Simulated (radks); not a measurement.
B, 5 electrons, occupied as [He] 2s2 2p1.

Calculated with a radial shooting solver on a logarithmic mesh with Libxc functionals: Dirac Kohn-Sham, PBE, spin-unpolarised, spherical densities, point nucleus; open shells are shared between the two j in proportion to 2j + 1.

Energy parts (Ry):
| part | energy |
|---|---|
| total | -49.20639 |
| kinetic | 49.03974 |
| electron-nucleus | -113.77390 |
| Hartree | 23.12627 |
| exchange-correlation | -7.59851 |

Orbitals (lengths in bohr, moments of r in powers of bohr):
| orbital | occ. | eigenvalue (Ry) | <r^4> |
|---|---|---|---|
| 1s1/2 | 2 | -13.27295 | 0.05807 |
| 2s1/2 | 2 | -0.69404 | 41.23 |
| 2p1/2 | 0.333333 | -0.26525 | 117.2 |
| 2p3/2 | 0.666667 | -0.26501 | 117.4 |

The highest occupied level is 2p3/2 at -3.606 eV. The density falls to 0.001 e/bohr^3 at r = 3.90 bohr. Summed over all electrons, <r^2> = 16.38 bohr^2, which gives a Langevin (diamagnetic) susceptibility term of -13 x 10^-6 cm^3/mol.
